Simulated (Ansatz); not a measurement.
Geometry optimisation, RKS BLYP-D4/def2-SVP in Ansatz.

The input (input.yaml):

```yaml
crystal:
  periodic: [false, false, false]
  atoms:
    - { symbol: Ge, position_ang: [0.0, 0.0, 0.0] }
    - { symbol: O, position_ang: [0.0, 0.0, 1.77] }
    - { symbol: H, position_ang: [-0.9095, -0.2814, 2.1071] }
    - { symbol: F, position_ang: [1.5842, 0.0, -0.5594] }
    - { symbol: Cl, position_ang: [-1.0456, 1.8115, -0.7393] }
    - { symbol: H, position_ang: [-0.73, -1.2648, -0.5162] }
basis:
  gaussian: { orbitals: def2-SVP }
hamiltonian:
  xc: blyp
  dispersion: d4
relax:
  f_tol: 0.02
  max_steps: 40
```

Launched with:

```bash
$ ansatz run input.yaml --threads 1 --pin off --max-ram 2048MiB --backend cpu --events-out ev --progress --plain --runs-dir out
```

Task: Where does it end, and by what steps?

Result: The run converged. After 14 steps the energy has fallen by 0.261 eV; H3 moved furthest, 0.89 Å.

```
step  energy less start (eV)  largest force component (eV/Å)  accepted
   0                  0.0000                           2.767       yes
   1                 -0.1162                           1.049       yes
   2                 -0.1483                           0.109       yes
   3                 -0.1511                           0.106       yes
   4                 -0.1551                           0.389       yes
   5                 -0.1626                           0.391       yes
   6                 -0.1675                           0.811       yes
   7                 -0.1961                           0.280       yes
   8                 -0.2261                           0.356       yes
   9                 -0.2539                           0.320       yes
  10                 -0.2530                           0.535        no
  11                 -0.2600                           0.029       yes
  12                 -0.2607                           0.027       yes
  13                 -0.2607                           0.047        no
  14                 -0.2608                           0.010       yes
```

```xyz
6
Properties=species:S:1:pos:R:3
Ge -0.162 -0.127 -0.046
O -0.461 -0.452 1.678
H -0.285 0.332 2.236
F 1.554 0.174 -0.276
Cl -1.158 1.703 -0.678
H -0.589 -1.365 -0.852
```

Whether the end is a true minimum wasn't checked by a vibrational analysis.

Run time: 44 s on 1 thread of Arm Neoverse V2, on a shared host, peak memory 0.14 GiB.
